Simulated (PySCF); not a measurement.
Isomers of C4H4N2O, one GFN2-xTB conformer each. Single-point energies are computed at PBE0/pcSseg-1 (PySCF, gas phase, no added dispersion term), electronic only.

```tsv
SMILES	GFN2-xTB relative energy (kJ/mol)
[H]/N=C/c1cocn1	0.0
C=Cc1ncno1	61.2
C=Cc1nnco1	16.0
O=Cc1cc[nH]n1	3.8
Oc1ccnnc1	4.3
```

Conformers: `[H]/[N:1]=[CH:2]/[c:3]1[cH:4][o:5][cH:6][n:7]1` with N1–C2–C3–C4 0°; `[CH2:1]=[CH:2][c:3]1[n:4][cH:5][n:6][o:7]1` with C1–C2–C3–N4 0°; `[CH2:1]=[CH:2][c:3]1[n:4][n:5][cH:6][o:7]1` with C1–C2–C3–N4 180°; `[O:1]=[CH:2][c:3]1[cH:4][cH:5][nH:6][n:7]1` with O1–C2–C3–C4 0°; `[OH:1][c:2]1[cH:3][cH:4][n:5][n:6][cH:7]1` with H–O1–C2–C3 180°.

Q: What does PBE0/pcSseg-1 give for the same structures?

A: 
```json
{"SMILES": "O=Cc1cc[nH]n1", "PBE0/pcSseg-1 E (Eh)": "-339.11103", "PBE0/pcSseg-1 (kJ/mol)": "0.0", "GFN2-xTB (kJ/mol)": "3.8", "point group": "Cs"}
{"SMILES": "[H]/N=C/c1cocn1", "PBE0/pcSseg-1 E (Eh)": "-339.09882", "PBE0/pcSseg-1 (kJ/mol)": "32.1", "GFN2-xTB (kJ/mol)": "0.0", "point group": "Cs"}
{"SMILES": "Oc1ccnnc1", "PBE0/pcSseg-1 E (Eh)": "-339.08931", "PBE0/pcSseg-1 (kJ/mol)": "57.0", "GFN2-xTB (kJ/mol)": "4.3", "point group": "Cs"}
{"SMILES": "C=Cc1nnco1", "PBE0/pcSseg-1 E (Eh)": "-339.07968", "PBE0/pcSseg-1 (kJ/mol)": "82.3", "GFN2-xTB (kJ/mol)": "16.0", "point group": "Cs"}
{"SMILES": "C=Cc1ncno1", "PBE0/pcSseg-1 E (Eh)": "-339.07080", "PBE0/pcSseg-1 (kJ/mol)": "105.6", "GFN2-xTB (kJ/mol)": "61.2", "point group": "Cs"}
```

GFN2-xTB puts [H]/N=C/c1cocn1 lowest instead; measured from each level's own lowest isomer, the values differ by up to 66.3 kJ/mol (C=Cc1nnco1: 16.0 against 82.3). As drawn, the lowest has a C=O bond, an N–N linkage and an N–H bond, which the highest lacks; the highest has an N–O linkage and a C=C bond outside aromatic rings, which the lowest lacks.

Q: Which frontier levels, dipoles and rotational constants go with these structures?

A: 
| SMILES | HOMO (eV, PBE0/pcSseg-1) | LUMO (eV) | dipole (D) | A, B, C (MHz) |
| --- | --- | --- | --- | --- |
| O=Cc1cc[nH]n1 | -7.46 | -1.39 | 5.00 | 8502, 2046, 1649 |
| [H]/N=C/c1cocn1 | -7.23 | -1.25 | 0.37 | 8565, 2084, 1676 |
| Oc1ccnnc1 | -6.69 | -1.24 | 3.88 | 6213, 2716, 1890 |
| C=Cc1nnco1 | -7.52 | -1.67 | 3.58 | 8653, 2211, 1761 |
| C=Cc1ncno1 | -7.73 | -1.87 | 2.18 | 8731, 2169, 1738 |
